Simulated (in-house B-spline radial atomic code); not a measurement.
# Ionising the germanium ion Ge⁺ with different functionals

Computed with a B-spline radial code for spherical atoms: scalar-relativistic (spin-free X2C) Hamiltonian, Fermi nucleus of rms radius 4.0742 fm, spin-polarised at highest spin, spherical fractional occupations for the functionals, the average over the highest-spin determinants for Hartree-Fock. The ionisation energy is the difference of two self-consistent energies, [Ar] 3d10 4s2 4p1 → [Ar] 3d10 4s2, without Breit or QED terms; ε is the level of the shell that loses the electron (its least bound occupied spin orbital). There is no spin-orbit coupling in this Hamiltonian.

Hybrids are left out here: with spherical fractional occupations of an open shell their exact exchange keeps a self-interaction that integer-occupation calculations don't have.

| method | rung | ΔSCF (eV) | -ε(4p) (eV) |
| --- | --- | --- | --- |
| Hartree-Fock | Hartree-Fock | 15.15 | 15.36 |
| LDA VWN5 | LDA | 15.91 | 11.82 |
| LDA PW92 | LDA | 15.91 | 11.81 |
| LDA exchange-only | LDA | 14.87 | 10.89 |
| PBE | GGA | 15.69 | 11.67 |
| PBEsol | GGA | 15.71 | 11.69 |
| BLYP | GGA | 15.65 | 11.52 |
| RPBE | GGA | 15.60 | 11.62 |
| PW91 | GGA | 15.77 | 11.74 |
| BP86 | GGA | 15.84 | 11.80 |
| AM05 | GGA | 15.66 | 11.64 |
| OLYP | GGA | 15.45 | 11.48 |
| TPSS | meta-GGA | ? | ? |
| SCAN | meta-GGA | 15.70 | 11.81 |
| r2SCAN | meta-GGA | ? | ? |
| revTPSS | meta-GGA | 15.62 | 11.68 |

(1) What does TPSS give?

(2) What does r2SCAN give?

(3) How do they compare with the NIST value?

## Answers

(1) ΔSCF 15.63 eV, and -ε(4p) = 11.68 eV.

(2) ΔSCF 15.68 eV, and -ε(4p) = 11.82 eV.

(3) NIST lists 15.935 eV (measured, ground level to ground level). Errors run from -1.07 to -0.02 eV; LDA VWN5 is closest (-0.02 eV), but part of that can be cancellation, since the calculations leave out spin-orbit coupling, Breit-QED terms, multiplet and fine-structure energies. Hartree-Fock also lacks correlation.
